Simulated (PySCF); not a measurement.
# Br⁺: ionisation energy

Br⁺ [Ar] 3d10 4s2 4p4 (3P) → Br²⁺ [Ar] 3d10 4s2 4p3 (4S), as a difference of total energies. All numbers are calculated (PySCF 2.14, scalar relativity by spin-free X2C-1e, in x2c-SVPall (5s4p3d, 32 functions)). Correlated levels: valence: [Ar] 3d10 frozen. The calculations carry no spin-orbit coupling.

```csv
method,ionisation energy (eV)
UHF,20.304
TPSS,21.440
B3LYP,21.640
MP2 (valence),20.734
SCS-MP2 (valence),20.756
CCSD (valence),20.755
CCSD(T) (valence),20.765
```

Errors of the correlated levels include the incompleteness of this basis and the frozen core.

Q: Which method comes closest to the reference value, and which is furthest?

A: The reference is 21.409 eV (measured; NIST levels, between the centres of gravity of the two terms). Closest: TPSS (error 0.031 eV); furthest: UHF (error -1.105 eV).
